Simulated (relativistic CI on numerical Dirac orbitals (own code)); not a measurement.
# Bi VII: q coefficients and field-shift factors

These numbers are calculated, not measured: Dirac-Coulomb-Breit CI, KLI orbitals optimised for each configuration, derivatives by finite differences, unscaled Slater integrals, QED left out (own radial code, finite nucleus).

CI space (outside the closed core [Kr] 4d10 4f14 5s2): 5p6 5d9, 5p6 5d8 6s, 5p6 5d8 5f, 5p6 5d8 6p, 5p5 5d10, 5p6 5d7 6s2, 5p6 5d8 6d, 5p6 5d7 6s 6p. Levels of other configurations are missing.

With x = (α/α₀)² − 1 an excitation energy changes as ω = ω₀ + qx; K = 2q/ω₀ is the relative enhancement. Terms are leading LS components, so labels can repeat. The field-shift factor is F = δν/δ⟨r²⟩ for the transition from the lowest level.

Lowest level 5p6 5d9 2D_5/2.

```
            Level  ω₀ (cm⁻¹)  q (cm⁻¹)       K  F (GHz/fm²)
   5p6 5d9 2D_3/2      24902     23610     1.9         2.93
5p6 5d8 6s 4F_9/2     172744   -108200   -1.25          221
5p6 5d8 6s 4F_7/2     181564   -102900   -1.13          214
5p6 5d8 6s 2D_5/2     187441   -107200   -1.14          218
5p6 5d8 6s 2D_3/2     190005   -103900   -1.09          216
5p6 5d8 6s 4F_5/2     200128    -84150  -0.841          221
5p6 5d8 6s 2F_7/2     201506    -84460  -0.838          214
5p6 5d8 6s 4P_1/2     206703    -99620  -0.964          220
5p6 5d8 6s 4P_3/2     210198    -83590  -0.795          223
5p6 5d8 6s 2F_5/2     212700    -81720  -0.768          216
5p6 5d8 6s 2P_3/2     218082    -81080  -0.744          218
5p6 5d8 6s 2G_9/2     221269    -85110  -0.769          219
5p6 5d8 6s 2G_7/2     222451    -83370   -0.75          218
```

At this charge configurations can still be misplaced by up to about 7 % of their energy. Levels and lines within the n = 5 or 6 shells can be off by up to 10 % or somewhat more, and those that change n by about 2 %, since core polarisation is missing.
